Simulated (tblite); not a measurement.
Method: GFN2-xTB as coded in tblite; computed harmonic values from a numerical Hessian at the method's own geometry, unscaled. Against measured fundamentals such values can be off by several per cent, at times by over 20. Modes of hydrogen on silicon can be 10 to 20 % off. One conformer each. Thermal functions are those of the rigid rotor and harmonic oscillator, without mixing of conformers.

Task: Order these by their ideal-gas entropy at 200 K and 1 bar, highest first (cal/(mol K)).
A. `C/C=P/N(C)CC`
B. `C=CC[SiH2]OC`
C. `CNP1CC[C@H]1C`
D. `C[Si@@H]1CCCO1`
E. `CCC1=C[SiH2]C=C[C@H]1C`
F. `C=C=C(C#N)C#N`

Result: E (85.7), A (84.3), B (83.0), C (79.2), D (74.6), F (72.2).

```
                SMILES  atoms  mass (u)  symmetry number  modes under 300 cm⁻¹  ZPE (kcal/mol)  S translation (cal/(mol K))  S rotation  S vibration     S    Cp
CCC1=C[SiH2]C=C[C@H]1C     23    138.09                1                     8           120.2                         38.7        28.4         18.6  85.7  30.9
          C/C=P/N(C)CC     19    117.07                1                     8           101.8                         38.2        27.3         18.7  84.3  28.2
          C=CC[SiH2]OC     16    102.05                1                     7            79.5                         37.8        26.6         18.6  83.0  25.0
         CNP1CC[C@H]1C     19    117.07                1                     7           102.8                         38.2        26.9         14.1  79.2  25.2
        C[Si@@H]1CCCO1     16    102.05                1                     5            83.3                         37.8        25.9         11.0  74.6  21.1
         C=C=C(C#N)C#N      9     90.02                2                     3            32.7                         37.4        25.2          9.6  72.2  20.3
```

Entropies and Cp are for 200 K and 1 bar.
